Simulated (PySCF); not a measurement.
Spin-rotation constants: `InChI=1S/C7H11FN/c1-5-7(8)6-9(2,3)4/h1,6H,2-4H3/q+1/b7-6-`, charge +1

Geometry (Å), atoms numbered from 1 in this order:
```xyz
20

C     4.1922    0.1472   -0.0993
C     3.0042    0.1629   -0.2788
C     1.6286    0.2148   -0.5867
F     1.3315    0.6089   -1.8319
C     0.6689   -0.1034    0.2879
N    -0.7672   -0.0663    0.0170
C    -1.1017   -0.9916   -1.0890
C    -1.1831    1.3081   -0.3423
C    -1.4923   -0.4866    1.2315
H     5.2273    0.1231    0.0883
H     0.9615   -0.4152    1.2760
H    -0.7715   -1.9997   -0.8422
H    -2.1783   -1.0005   -1.2502
H    -0.6167   -0.6787   -2.0118
H    -0.9121    1.9983    0.4555
H    -2.2613    1.3411   -0.4891
H    -0.6988    1.6278   -1.2630
H    -1.2654    0.1860    2.0573
H    -1.2055   -1.4996    1.5096
H    -2.5654   -0.4658    1.0498
```

Total charge +1.

Theory: GIAO B3LYP/pcSseg-1 magnetisability, rotational g tensor and spin-rotation constants, non-relativistic, gas phase in PySCF. Geometry: GFN2-xTB.

For an ion the centre-of-mass motion in the field is neglected.

Give the nuclear spin-rotation constants along the inertial axes (H = +C I·J) beside the isotropic shieldings.

Rotational constants 3.2253, 0.9705, 0.8802 GHz. A star marks the isotopologue with that one atom substituted, in its own axes.
```csv
atom,isotope,Caa (kHz),Cbb (kHz),Ccc (kHz),mean (kHz),σ (ppm)
F4,19F,6.084,1.526,0.382,2.664,242.0
N6,14N,0.173,0.063,0.051,0.096,186.7
H10,1H,0.064,-0.112,-0.114,-0.054,28.1
H11,1H,-0.387,0.074,-0.127,-0.147,26.0
H12,1H,-0.402,-0.084,-0.014,-0.167,28.6
H13,1H,0.056,-0.116,-0.113,-0.058,28.7
H14,1H,-0.240,-0.014,-0.107,-0.120,27.7
H15,1H,-0.402,-0.084,-0.014,-0.167,28.6
H16,1H,0.056,-0.116,-0.113,-0.058,28.7
H17,1H,-0.240,-0.014,-0.107,-0.120,27.7
H18,1H,-0.392,-0.075,-0.024,-0.164,28.4
H19,1H,-0.392,-0.075,-0.024,-0.164,28.4
H20,1H,0.058,-0.110,-0.121,-0.058,28.8
C1,13C*,0.487,0.309,0.313,0.369,76.3
C2,13C*,0.060,0.310,0.302,0.224,109.4
C3,13C*,1.277,0.409,0.213,0.633,25.8
C5,13C*,1.001,0.397,0.190,0.529,54.3
C7,13C*,0.740,0.202,0.144,0.362,126.2
```
For the geometry as given, no vibrational averaging.
